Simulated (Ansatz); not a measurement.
```yaml
crystal:
  periodic: [false, false, false]
  atoms:
    - {symbol: C, position_ang: [-0.791557, 1.530786, -0.453572]}
    - {symbol: B, position_ang: [-0.188107, 0.612694, 0.662286]}
    - {symbol: C, position_ang: [1.030079, -0.278039, 0.452487]}
    - {symbol: Al, position_ang: [0.308947, -1.986419, -0.220179]}
    - {symbol: H, position_ang: [-0.293979, 1.468270, -1.424438]}
    - {symbol: H, position_ang: [-1.862406, 1.343371, -0.593821]}
    - {symbol: H, position_ang: [-0.735343, 2.573202, -0.113121]}
    - {symbol: H, position_ang: [-0.761249, 0.563737, 1.722423]}
    - {symbol: H, position_ang: [1.699090, 0.033884, -0.358631]}
    - {symbol: H, position_ang: [1.574575, -0.567174, 1.355600]}
    - {symbol: H, position_ang: [-0.046179, -2.131318, -1.759115]}
    - {symbol: H, position_ang: [0.143130, -3.218196, 0.764080]}
basis:
  gaussian: {orbitals: cc-pVDZ}
hamiltonian: {xc: {name: wB97X-V}}
outputs: {forces: true}
output: {forces: true}
```

```sh
$ ansatz run in.yaml --threads 2 --pin off --events-out ev --progress --plain --max-ram 4352MiB
```

Shortened log:

```
Error: YAML parse error: error: line 19 column 1: unknown field `outputs`, expected one of crystal, accuracy, basis, kpoints, hamiltonian, magnetization, projection, total_charge, correlation, batch, efield, external_charges, scf, relax, neb, saddle, md, ramp, phonons, dielectric, real_time, elastic, magnetic_configurations, gw, evaluate, workflow, output, checkpoint, execution
17 |   gaussian: {orbitals: cc-pVDZ}
18 | hamiltonian: {xc: {name: wB97X-V}}
19 | outputs: {forces: true}
20 | output: {forces: true}
```

In this input the input holds a key that doesn't belong there. The program refused the input.
